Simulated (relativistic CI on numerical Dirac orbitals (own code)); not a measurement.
Hyperfine structure of Pt68+, mass number 195

Method of calculation: Dirac-Coulomb-Breit CI, orbitals from a KLI potential per configuration, model QED, unscaled Slater integrals (own radial code, finite nucleus).

Configurations in the expansion (outside the closed core 1s2): 2s²2p⁶, 2s²2p⁵3s, 2s²2p⁵3p, 2s²2p⁵3d, 2s2p⁶3s, 2s2p⁶3p, 2s2p⁶3d, 2s²2p⁵4s, 2s²2p⁵4p, 2s²2p⁵4d, 2s²2p⁵4f, 2s²2p⁴3s², 2s²2p⁴3s3p, 2s2p⁶4s, 2s²2p⁴3s3d, 2s2p⁶4p. Levels of other configurations are missing.

Nuclear spin I = 1/2, μ = 0.6073 μN (tables of Stone and Pyykkö). The electronic factors are computed for point nuclear moments, without core polarisation or the Bohr-Weisskopf and QED corrections.

```
        Level   E (eV)  A (GHz)
2s²2p⁵3s ³P°2   9248.8     3353
2s²2p⁵3s ¹P°1   9258.0    -1007
 2s²2p⁵3p ³D2   9412.7     1698
 2s²2p⁵3p ³D3   9898.1    754.6
 2s²2p⁵3p ¹P1   9898.7    761.1
 2s²2p⁵3p ³P2   9912.2    753.8
2s²2p⁵3d ³P°1  10078.9    646.4
2s²2p⁵3d ³F°3  10079.1    678.6
```

Levels with J = 0, under 50 % of one LS term, or S terms without an open s electron are left out. Small factors come from cancelling terms and can be off by tens of per cent or more.

At this charge energies of transitions that change n are usually good to better than 1 %, and those within a shell (Δn = 0) to a few per cent.

Give the hyperfine levels of 2s²2p⁵3s ³P°2 relative to its centre of gravity.

With K = F(F + 1) − I(I + 1) − J(J + 1), E = AK/2: F = 3/2: -5029, F = 5/2: 3353 GHz.

LS names give the leading component of a level, which can be under half, so a name can repeat, a term be missing and a line seem to break the LS rules.
